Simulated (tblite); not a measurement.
Parent: `[CH3:1][P:2]([CH3:3])[CH2:4][CH2:5][C:6]([F:7])([F:8])[F:9]` with C1–P2–C4–C5 177°, P2–C4–C5–C6 177°, C5H10F3P.

Structures optimised with GFN2-xTB, isolated species. One conformer each, not checked by frequencies here.

```tsv
coordinate of the parent	value
C1–P2	1.850 Å
P2–C3	1.852 Å
P2–C4	1.873 Å
C4–C5	1.525 Å
C5–C6	1.514 Å
C6–F7	1.343 Å
C6–F8	1.342 Å
C6–F9	1.344 Å
C1–P2–C3	98.1°
C1–P2–C4	96.4°
C3–P2–C4	98.2°
P2–C4–C5	111.5°
C4–C5–C6	110.8°
C5–C6–F7	112.2°
C5–C6–F8	112.7°
C5–C6–F9	112.4°
F7–C6–F8	106.4°
F7–C6–F9	106.3°
F8–C6–F9	106.3°
```

How does the shared frame change in `[CH3:1][P:2]([CH3:3])(=[O:4])[CH2:5][CH2:6][C:7]([F:8])([F:9])[F:10]` with C1–P2–C5–C6 103°, P2–C5–C6–C7 -84°, C5H10F3OP? Atoms pair as C1 = C1, P2 = P2, C3 = C3, C4 = C5, C5 = C6, C6 = C7, F7 = F9, F8 = F8, F9 = F10 (parent first).

| parent | relative | value in the relative | change |
| --- | --- | --- | --- |
| C1–P2 | C1–P2 | 1.831 Å | -0.019 |
| P2–C3 | P2–C3 | 1.834 Å | -0.018 |
| P2–C4 | P2–C5 | 1.863 Å | -0.010 |
| C4–C5 | C5–C6 | 1.522 Å | -0.003 |
| C5–C6 | C6–C7 | 1.510 Å | -0.004 |
| C6–F7 | C7–F9 | 1.340 Å | -0.003 |
| C6–F8 | C7–F8 | 1.338 Å | -0.004 |
| C6–F9 | C7–F10 | 1.348 Å | +0.004 |
| C1–P2–C3 | C1–P2–C3 | 104.0° | +5.9 |
| C1–P2–C4 | C1–P2–C5 | 109.0° | +12.6 |
| C3–P2–C4 | C3–P2–C5 | 102.8° | +4.6 |
| P2–C4–C5 | P2–C5–C6 | 110.3° | -1.2 |
| C4–C5–C6 | C5–C6–C7 | 111.3° | +0.5 |
| C5–C6–F7 | C6–C7–F9 | 112.4° | +0.2 |
| C5–C6–F8 | C6–C7–F8 | 113.0° | +0.3 |
| C5–C6–F9 | C6–C7–F10 | 112.1° | -0.3 |
| F7–C6–F8 | F9–C7–F8 | 106.8° | +0.4 |
| F7–C6–F9 | F9–C7–F10 | 106.1° | -0.2 |
| F8–C6–F9 | F8–C7–F10 | 105.9° | -0.4 |

Of the parent's bonds, C1–P2 and P2–C3 change most and about equally (-0.019 to -0.018 Å). Bonds of the relative outside the shared frame: P2=O4 1.468 Å. Point group C1 → C1.

All values are computed, not measured.
